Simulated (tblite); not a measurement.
Species: C₄H₅BCl₂.
SMILES: `CC=C=CB(Cl)Cl`

Computed values, GFN2-xTB/tblite, gas phase, harmonic and unscaled. Against measured fundamentals such values can be off by several per cent, at times by over 20.

Harmonic wavenumbers (cm⁻¹): 43.5, 64.4, 127.3, 152.1, 195.8, 232.4, 256.1, 402.2, 437.3, 538.4, 559.5, 692.5, 763.9, 876.2, 919.4, 1027.0, 1034.8, 1073.8, 1148.2, 1216.6, 1388.5, 1392.6, 1473.1, 1479.5, 2050.1, 3007.2, 3010.2, 3018.5, 3029.1, 3058.0.

A = 3356, B = 844.7, C = 706.1 MHz; mass 133.986 u (most abundant isotopes); point group C1, symmetry number 1.

Task: Zero-point energy?

Result: Half the sum of the wavenumbers: 17334 cm⁻¹ = 49.56 kcal/mol.

Task: Entropy at 273.15 K, 1 bar (ideal gas, RRHO, classical rotation)?

Result: Translation 40.18, rotation 29.20, vibration 22.95: S = 92.3 cal/(mol K).

Task: And Cp and H(273.15 K) − H(0)?

Result: Cp = 29.15 cal/(mol K), of which vibrations give 21.21 (their classical limit is 30 R = 59.6); H(273.15 K) − H(0) = 5.37 kcal/mol without the zero-point energy, 3.20 from vibrations.

Task: Which modes carry the vibrational entropy at 273.15 K?

Result: 43.5 cm⁻¹: 4.92; 64.4 cm⁻¹: 4.15; 127.3 cm⁻¹: 2.82; 152.1 cm⁻¹: 2.48; 195.8 cm⁻¹: 2.01; 232.4 cm⁻¹: 1.70 cal/(mol K); the other 24 give 4.87 together.

Task: How do the functions run with temperature in this model?

Result: 
```csv
T (K),S (cal/(mol K)),Cp (cal/(mol K)),H − H(0) (kcal/mol),G − H(0) (kcal/mol),ln q(vib)
150,77.4,21.4,2.25,-9.36,2.88
250,89.8,27.8,4.71,-17.75,5.16
298.15,95.0,30.6,6.11,-22.20,6.20
400,104.8,36.2,9.52,-32.38,8.29
600,121.1,44.3,17.63,-55.01,12.08
900,140.6,51.9,32.16,-94.38,17.09
```

q(vib) and H(0) count from the zero-point level.

Task: What must be added to the electronic energy to get the Gibbs energy at 273.15 K and 1 bar?

Result: ZPE + [H(273.15 K) − H(0)] − T·S = 49.56 + 5.37 − 25.22 = 29.71 kcal/mol.

Task: Blend soft modes into free rotors: weight 1/[1 + (100 cm⁻¹/ν̃)⁴] for the oscillator and the rest for a rotor with moment μB/(μ + B), μ = h/(8π²ν), B = 10⁻⁴⁴ kg m². What vibrational entropy results?

Result: 20.79 cal/(mol K) in place of 22.95, which changes −T·S at 273.15 K by +0.59 kcal/mol.

Hindered rotation and anharmonicity are outside this model. The structure is chiral; the term R ln 2 for an equal mix with its mirror image is left out.

On an Arm Neoverse V2 with one thread, no GPU, shared host, this took 0.28 s of wall time. This covers the Hessian and the dipole derivatives.

The values belong to the conformer `[CH3:1][CH:2]=[C:3]=[CH:4][B:5]([Cl:6])[Cl:7]`: C3–C4–B5–Cl6 -1°.
